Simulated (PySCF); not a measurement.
Work out the structure from these simulated measurements.

Formula: C6H17BN2Si.

| Quantity | Value |
| --- | --- |
| NMR, other nuclei | isotropic shieldings of nuclei other than C and H, by class: 56 (1 B), 103 (1 N), 191 (1 N), 363 (1 Si) ppm [GIAO PBE/pcSseg-1] |
| 1H NMR | chemical shifts (computed TMS as zero) by class: 5.59 (2 H), 5.24 (2 H), 3.69 (2 H), 3.06 (2 H), 1.31 (9 H) ppm [GIAO PBE/pcSseg-1] |
| 13C NMR | chemical shifts (computed TMS as zero) by class: 59.7 (1 C), 54.1 (1 C), 49.4 (1 C), 30.3 (3 C) ppm [GIAO PBE/pcSseg-1] |
| Dipole | 3.08 D [PBE/pcSseg-1] |
| Rotational structure | rotational constants A, B, C: 2.221, 0.765, 0.668 GHz [PBE0-D3(BJ)/def2-SVP] |

Gas-phase values; electronic properties from PySCF, density fitting. Levels stand in brackets. Isolated species at its PBE0-D3(BJ)/def2-SVP geometry (one conformer only). NMR classes are plain means over equivalent atoms (diastereotopic ones count apart unless rotation or inversion swaps them), as if these changed places fast.

Task: What is the compound? Reason from the data.

Result: Numbering: `[BH2:1][N:2]1[CH2:3][CH2:4][N:5]([C:6]([CH3:7])([CH3:8])[CH3:9])[SiH2:10]1`. 6 carbons fall into 4 classes; from least to most shielded: ring sp3 carbon bound to nitrogen [C3] (59.7 ppm), chain sp3 carbon bound to nitrogen [C6] (54.1 ppm), ring sp3 carbon bound to nitrogen [C4] (49.4 ppm), methyl carbon [C7/C8/C9] (30.3 ppm, 3 C, up to 8.7 ppm apart in this geometry). Hydrogen classes from least to most shielded: 2 H on an SiH2 silicon, Si10 (5.59 ppm), 2 H on a three-coordinate boron, B1 (5.24 ppm), 2 H on an sp3 carbon bound to nitrogen, C3 (3.69 ppm), 2 H on an sp3 carbon bound to nitrogen, C4 (3.06 ppm), 9 H on 3 methyl carbons, C7/C8/C9 (1.31 ppm, a mean of values up to 0.9 ppm apart in this geometry). The other shieldings belong to: 56 ppm, three-coordinate boron [B1]; 103 ppm, silicon-bound nitrogen [N2]; 191 ppm, silicon-bound nitrogen [N5]; 363 ppm, SiH2 silicon [Si10]. The optimised geometry has point group C1 and is an asymmetric top. Structure: `BN1CCN(C(C)(C)C)[SiH2]1`. The assignments are read from this structure; whether some other isomer fits the data as well wasn't checked.
